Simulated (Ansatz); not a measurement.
Reaction: SiH2Cl2 (dichlorosilane, SMILES Cl[SiH2]Cl) → SiH2Cl2+ (parent SMILES Cl[SiH2]Cl, doublet) + e-
Each species at its own B3LYP-D3(BJ)/def2-TZVP minimum (Ansatz, a quantum-chemistry and plane-wave program).

Total energies in hartree (Ansatz). UHF or UKS for unpaired electrons; spin-orbit terms are left out. Cores are frozen in correlated methods. No relativity. The spin of H2Cl2Si+ (parent SMILES Cl[SiH2]Cl, doublet) was assumed, and the state is the lowest solution found for it.

| species | HF/cc-pV(T+d)Z | CCSD(T)/cc-pV(T+d)Z | HF/cc-pV(Q+d)Z | CCSD(T)/cc-pV(Q+d)Z | CCSD(T)/cc-pV(D+d)Z | CCSDT(Q)/cc-pV(D+d)Z |
|---|---|---|---|---|---|---|
| 1: SiH2Cl2 (dichlorosilane, SMILES Cl[SiH2]Cl) | -1209.26106 | -1209.82762 | -1209.27209 | -1209.88843 | -1209.63540 | -1209.63708 |
| 2: SiH2Cl2+ (parent SMILES Cl[SiH2]Cl, doublet) | -1208.84991 | -1209.40468 | -1208.86118 | -1209.46181 | -1209.22033 | -1209.22329 |

Problem. Work out the adiabatic ionisation energy (electronic) in eV: take Hartree-Fock from cc-pV(Q+d)Z, extrapolate the CCSD(T) correlation energy as X^-3 (X = 3, 4), and add CCSDT(Q) - CCSD(T) in cc-pV(D+d)Z. 1 hartree = 27.211 eV.

Solution. 
Species 1: correlation (64·(-0.61634) - 27·(-0.56656))/37 = -0.65267; step -0.00168; E1 = -1209.27209 + (-0.65267) + (-0.00168) = -1209.92644
Species 2: correlation (64·(-0.60063) - 27·(-0.55477))/37 = -0.63410; step -0.00296; E2 = -1208.86118 + (-0.63410) + (-0.00296) = -1209.49824
-1·E1 +1·E2 = 0.42820 hartree = 11.65 eV.
